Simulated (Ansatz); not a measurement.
[MoO3Cl]- (MoClO₃⁻). Charge -1, multiplicity 1. Geometry r2SCAN-D4/def2-SVPD; atoms count from 1.

```xyz
5

Mo   -0.124   -0.032    0.020
O    -1.064    0.420   -1.355
O    -0.244   -1.736    0.267
O    -0.709    0.797    1.417
Cl    2.141    0.552   -0.350
```

In the def2 sets Mo takes a core potential; there is no spin–orbit coupling.

Question: Estimate the Mulliken populations from the PBE0/def2-TZVPD orbitals of Ansatz.

Answer: 
| atom | charge (e) | d electrons |
| --- | --- | --- |
| Mo1 | 2.18 | 3.54 |
| O2 | -0.88 | – |
| O3 | -0.88 | – |
| O4 | -0.88 | – |
| Cl5 | -0.55 | – |
Mulliken values depend strongly on the basis. With diffuse functions, as here, like atoms can get unlike values, and bond orders can come out too low or too high.

Question: And the Mayer bond orders between heavy atoms (over 0.3)?

Answer: Mo1–O2 1.40 (1.73 Å); Mo1–O3 1.40 (1.73 Å); Mo1–O4 1.40 (1.73 Å); Mo1–Cl5 0.74 (2.37 Å).
